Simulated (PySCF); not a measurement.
GaH3, SMILES [GaH3]. Geometry: PBE-D3(BJ)/def2-TZVPD. The isomer is the one that the SMILES or the coordinates give; other isomers of the formula were not compared.

Level of theory: PBE-D3(BJ)/def2-TZVPD (PySCF).

Harmonic wavenumbers (cm⁻¹): 700, 732, 732, 1909, 1921, 1921. Rotational constants (GHz): 134.4, 134.4, 67.20; symmetry number 6.

**Question.** Work out the zero-point energy and the ideal-gas rigid-rotor harmonic-oscillator thermochemistry at 298.15 K and 1 atm.

**Answer.** ZPE = ½ Σ hcν = ½ × 7915 cm⁻¹ = 47.34 kJ/mol. H − E(el) = 58.09 kJ/mol. Entropy in J/(mol K): translation 162.21, rotation 53.03, vibration 3.57, total 218.80. G − E(el) = -7.15 kJ/mol. Cp = 43.37 J/(mol K).
